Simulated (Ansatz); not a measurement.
Geometry optimisation, RKS B3LYP-D4/def2-SVP (Ansatz).

Input file:

```yaml
crystal:
  periodic: [false, false, false]
  atoms:
    - { symbol: Zn, position_ang: [0.0524, 0.1017, -0.0015] }
    - { symbol: H, position_ang: [0.5842, -0.1486, 1.9314] }
    - { symbol: C, position_ang: [0.0922, -1.1444, -1.5918] }
    - { symbol: H, position_ang: [0.0137, 0.6138, 2.1611] }
    - { symbol: S, position_ang: [-1.0319, 1.9494, 1.5646] }
    - { symbol: H, position_ang: [-0.8869, -1.5983, -1.696] }
    - { symbol: H, position_ang: [0.3283, -0.6087, -2.5022] }
    - { symbol: H, position_ang: [0.8294, -1.9216, -1.4372] }
    - { symbol: H, position_ang: [0.0186, 2.7567, 1.5715] }
basis:
  gaussian: { orbitals: def2-SVP }
hamiltonian:
  xc: b3lyp
  dispersion: d4
relax:
  f_tol: 0.15
  max_steps: 25
  restrain:
    - { distance: [0, 4], at: 2.27, k: 30.0 }
    - { distance: [3, 1], at: 0.62, k: 30.0 }
    - { distance: [0, 1], at: 2.83, k: 30.0 }
    - { distance: [3, 4], at: 2.66, k: 30.0 }
```

Run as:

```bash
$ ansatz run input.yaml --threads 2 --pin off --max-ram 3072MiB --backend cpu --events-out ev --progress --plain --runs-dir out
```

Task: Where does it end, and by what steps?

Result: The run converged. The restraints hold the end off the free minimum. After 6 steps the energy has fallen by 1.405 eV (the restraints' own energy left out); Zn1 moved furthest, 0.66 Å. Joined: H2–H4 (0.98 → 0.71 Å).

```json
{"step": "0", "energy less start (eV)": "0.0000", "largest force component (eV/Å)": "1.107", "accepted": "yes"}
{"step": "1", "energy less start (eV)": "-0.4971", "largest force component (eV/Å)": "1.310", "accepted": "yes"}
{"step": "2", "energy less start (eV)": "-0.7580", "largest force component (eV/Å)": "3.802", "accepted": "yes"}
{"step": "3", "energy less start (eV)": "-1.0591", "largest force component (eV/Å)": "3.952", "accepted": "yes"}
{"step": "4", "energy less start (eV)": "-1.3674", "largest force component (eV/Å)": "1.166", "accepted": "yes"}
{"step": "5", "energy less start (eV)": "-1.3999", "largest force component (eV/Å)": "1.717", "accepted": "yes"}
{"step": "6", "energy less start (eV)": "-1.4050", "largest force component (eV/Å)": "1.904", "accepted": "yes"}
```

```xyz
9
Properties=species:S:1:pos:R:3
Zn -0.456 0.452 -0.243
H 0.762 -0.422 2.160
C 0.035 -0.987 -1.456
H 0.293 0.105 2.144
S -1.149 2.105 1.126
H -0.826 -1.651 -1.627
H 0.371 -0.571 -2.418
H 0.854 -1.573 -1.012
H 0.117 2.541 1.326
```

Time of the run: 6.9 s on 2 threads of AMD EPYC 9R45 96-Core Processor (Zen 5) (shared host), peak memory 0.21 GiB.
